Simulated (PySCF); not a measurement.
This script is equivalent to a calculation on Sn⁴³⁺ (tin, charge +43).

```python
from pyscf import gto, scf, dft, mp, cc
mol = gto.M(atom="Sn 0 0 0", charge=43, spin=3, symmetry="D2h",
            basis=gto.etbs([(0, 17, 20, 2.2), (1, 10, 26, 2.2), (2, 5, 99, 2.4), (3, 5, 150, 2.4), (4, 4, 220, 2.4)]))
mf = scf.UHF(mol)
mf.irrep_nelec = {'Ag': (2, 2), 'B1u': (1, 0), 'B2u': (1, 0), 'B3u': (1, 0)}
mf.kernel()
```

Problem. What total energy does it give?

Solution. -3849.81199 hartree (calculated).

Problem. Which occupied shell lies highest, and where?

Solution. 2p α, at -7071.9 eV.

Problem. What is ⟨S²⟩, and what would a pure spin state give?

Solution. 3.750, against 3.75.

A non-relativistic calculation at this Z misses sizeable relativistic shifts. Spin-orbit coupling is strong in this species (close to jj coupling), so the high-spin LS determinant is a model state, not a physical level.
